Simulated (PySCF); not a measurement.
B(F)(H)(NCO) (CHBFNO), SMILES O=C=NBF.

Geometry optimised at B3LYP-D3(BJ)/def2-SVP. Other conformers were not sampled.

The numbers are results of PBE0/def2-TZVPD in PySCF, not measurements.

Computed frontier levels, gap, dipole moment and polarisability:
- highest occupied level = -9.17 eV
- lowest empty level = -1.47 eV
- orbital gap = 7.70 eV
- dipole moment = 0.94 D
- quadrupole, principal values (traceless, Buckingham form, about the centre of nuclear charge) = -7.91, 2.93, 4.98 D·Å
- mean static polarisability = 37.3 bohr³ (5.53 Å³)
- polarisability, principal values = 24.4, 28.1, 59.5 bohr³
